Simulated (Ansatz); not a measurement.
Consider the formal exchange of groups at a B–O bond: `[SiH3]OB1N[SiH2]1` + `C[SiH3]` → `C[SiH2]B1N[SiH2]1` + silanol.

Isolated molecules relaxed with PBE0-D4/def2-TZVP in Ansatz; ΔE leaves out vibrations. CCSD(T)/CBS adds triple-zeta CCSD(T) − MP2 to the extrapolated MP2 energy (def2 sets, frozen cores). This one scheme is used for every species. Functionals use def2-TZVPP. B3LYP here is the variant with VWN-RPA as its local correlation; programs differ in this. One conformer a species, not always the lowest.

| level | ΔE (kJ/mol) | difference from CCSD(T)/CBS |
| --- | --- | --- |
| PBE-D4 | 104.9 | -7.6 |
| r2SCAN-D4 | 115.5 | 3.0 |
| PBE0-D4 | 109.6 | -2.9 |
| PBE | 105.5 | -7.0 |
| r2SCAN | 115.8 | 3.3 |
| PBE0 | 110.2 | -2.3 |
| B3LYP | 121.3 | 8.8 |
| MP2/def2-TZVPP | 117.4 | 4.9 |
| CCSD/def2-TZVPP | 117.6 | 5.1 |
| CCSD(T)/def2-TZVPP | 114.6 | 2.1 |
| HF/def2-QZVPP | 139.8 | 27.3 |
| MP2/def2-QZVPP | 116.7 | 4.2 |
| SCS-MP2/def2-QZVPP | 119.9 | 7.4 |
| HF/CBS(def2) | 139.9 | 27.4 |
| MP2/CBS(def2) | 115.3 | 2.8 |
| CCSD/CBS(def2) | 115.5 | 3.0 |
| CCSD(T)/CBS | 112.5 | 0 |

Largest T1 diagnostic among the species: 0.014.

From PBE to PBE0 (25 % exact exchange), in def2-TZVPP and without D4, ΔE moves by +4.6 kJ/mol. In def2-TZVPP, CCSD(T) changes the Hartree–Fock value by −23.9 kJ/mol (the triples alone add −3.0 kJ/mol) and MP2 by −21.1 kJ/mol.
